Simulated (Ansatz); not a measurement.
Relaxation of AlBrF₂H₂S (7 atoms, charge 0, multiplicity 1), to a largest force component of 0.03 eV/Å in at most 50 steps.

Theory: RKS PBE0-D4/def2-SVP (Ansatz).

```xyz
7
Properties=species:S:1:pos:R:3:forces:R:3
Al -1.296 -0.690 -0.063 1.48 -0.65 0.35
Br 0.428 -2.123 0.683 -1.12 0.78 -0.42
F -1.992 -0.954 -1.531 0.00 0.01 -0.01
F -1.925 0.404 0.994 -0.04 0.04 0.04
H 1.918 0.147 -0.058 0.06 0.16 -0.07
S 1.560 1.332 -0.616 -0.39 -0.34 0.11
H 1.307 1.883 0.591 0.01 0.00 -0.01
```

Where does it end, and by what steps?

The forces met the threshold. The force dipped under the threshold on the way, but the program's further checks kept it going. After 29 steps the energy has fallen by 0.706 eV; H7 moved furthest, 0.86 Å. Joined: Al1–S6 (3.54 → 2.49 Å).

| step | energy less start (eV) | largest force component (eV/Å) | accepted |
| --- | --- | --- | --- |
| 0 | 0.0000 | 1.482 | yes |
| 2 | -0.3796 | 0.954 | yes |
| 4 | -0.6666 | 0.458 | yes |
| 6 | -0.6903 | 0.165 | yes |
| 8 | -0.6960 | 0.052 | yes |
| 10 | -0.6965 | 0.033 | yes |
| 12 | -0.6971 | 0.063 | yes |
| 14 | -0.6974 | 0.228 | no |
| 16 | -0.6994 | 0.175 | yes |
| 18 | -0.7013 | 0.103 | yes |
| 20 | -0.7030 | 0.165 | yes |
| 22 | -0.7039 | 0.052 | yes |
| 24 | -0.7046 | 0.116 | yes |
| 26 | -0.7056 | 0.019 | yes |
| 28 | -0.7056 | 0.150 | no |
| 29 | -0.7060 | 0.026 | yes |

```xyz
7
Properties=species:S:1:pos:R:3
Al -0.839 -0.561 -0.026
Br 0.173 -2.489 0.558
F -1.709 -0.509 -1.441
F -1.350 0.448 1.199
H 1.896 0.393 0.376
S 1.138 0.812 -0.664
H 0.691 1.905 -0.001
```

Whether the end is a true minimum wasn't checked by a vibrational analysis.

Time of the run: 69 s on 2 threads of Intel(R) Xeon(R) Platinum 8488C (Sapphire Rapids), with other jobs on the host, peak memory 0.27 GiB.
